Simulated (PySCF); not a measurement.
Circular dichroism: `C=C1[C@@H]([O][GeH3])[C@H]1Cl`, C4H7ClGeO

Geometry:
```json
{"atom": "C1", "x (Å)": "-0.718", "y (Å)": "0.271", "z (Å)": "1.878"}
{"atom": "C2", "x (Å)": "-0.538", "y (Å)": "0.773", "z (Å)": "0.681"}
{"atom": "C3", "x (Å)": "0.390", "y (Å)": "1.103", "z (Å)": "-0.407"}
{"atom": "O4", "x (Å)": "1.181", "y (Å)": "0.151", "z (Å)": "-1.007"}
{"atom": "Ge5", "x (Å)": "1.203", "y (Å)": "-1.583", "z (Å)": "-0.697"}
{"atom": "C6", "x (Å)": "-1.121", "y (Å)": "1.134", "z (Å)": "-0.613"}
{"atom": "Cl7", "x (Å)": "-1.866", "y (Å)": "-0.126", "z (Å)": "-1.580"}
{"atom": "H8", "x (Å)": "0.116", "y (Å)": "0.073", "z (Å)": "2.533"}
{"atom": "H9", "x (Å)": "-1.703", "y (Å)": "0.060", "z (Å)": "2.263"}
{"atom": "H10", "x (Å)": "0.884", "y (Å)": "2.073", "z (Å)": "-0.410"}
{"atom": "H11", "x (Å)": "-0.140", "y (Å)": "-2.235", "z (Å)": "-0.802"}
{"atom": "H12", "x (Å)": "1.772", "y (Å)": "-1.813", "z (Å)": "0.676"}
{"atom": "H13", "x (Å)": "2.150", "y (Å)": "-1.970", "z (Å)": "-1.776"}
{"atom": "H14", "x (Å)": "-1.610", "y (Å)": "2.088", "z (Å)": "-0.761"}
```

The calculation used PySCF 2.14.0, TDDFT CAM-B3LYP/def2-SVPD circular dichroism and optical rotation, one conformer, gas phase. Geometry: GFN2-xTB.

The molecule is flexible and this is one conformer; a measurement averages over conformers. The calculation is non-relativistic, which matters for the atoms heavier than Zn.

What are the CIP labels of the stereocentres?

C3 R, C6 S.

Which excitations and rotatory strengths does the calculation give?

Rotatory strengths R in 10⁻⁴⁰ esu² cm², velocity form and length form (origin at the centre of mass); f in length form.
```csv
state,E (eV),λ (nm),f,R (velocity),R (length),main
1,5.24,237,0.014,+15.6,+14.9,HOMO→LUMO 0.88
2,5.51,225,0.012,-38.3,-39.3,HOMO−1→LUMO 0.84
3,6.77,183,0.010,-22.7,-22.8,"HOMO→LUMO+2 0.44, HOMO→LUMO+1 0.28"
4,6.90,180,0.175,+78.8,+79.1,"HOMO−2→LUMO 0.62, HOMO−3→LUMO 0.23"
5,6.98,178,0.096,-91.6,-93.6,"HOMO−3→LUMO 0.53, HOMO−2→LUMO 0.24"
6,7.16,173,0.013,+15.6,+16.6,"HOMO−4→LUMO 0.45, HOMO→LUMO+3 0.17"
7,7.25,171,0.048,+70.4,+68.7,"HOMO→LUMO+1 0.47, HOMO→LUMO+2 0.38"
8,7.36,168,0.008,-15.3,-14.0,"HOMO→LUMO+3 0.49, HOMO−4→LUMO 0.30"
```

Among the states computed, the strongest CD band (largest |R|) is state 5. The largest dissymmetry factor in size, g = 4R/(D+G), with D and G the electric and magnetic dipole strengths, is -0.027 for state 2 (velocity form, f = 0.012), among bands with |R| over 0.5. The mirror image has the same energies and oscillator strengths and all R with the opposite sign.
